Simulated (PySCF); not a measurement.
C3H6BFN2, SMILES CN1CN=CB1F.

Coordinates come from a B3LYP-D3(BJ)/def2-SVP optimisation. The structure was generated by enumeration, and PubChem lists no compound with its InChIKey, so it may never have been made. Other conformers were not sampled.

These are PBE0/def2-TZVP in PySCF values and carry that method's errors.

Gas-phase values at a fixed geometry.

| Property | Result |
|---|---|
| total energy | -351.94832 hartree |
| point group | Cs |
| highest occupied level | -7.50 eV |
| lowest empty level | -1.11 eV |
| orbital gap | 6.40 eV |
| dipole moment | 2.27 D |
| quadrupole, principal values (traceless, Buckingham form, about the centre of nuclear charge) | -9.38, 1.96, 7.41 D·Å |
| mean static polarisability | 60.7 bohr³ (8.99 Å³) |
| polarisability, principal values | 43.9, 63.1, 75.0 bohr³ |
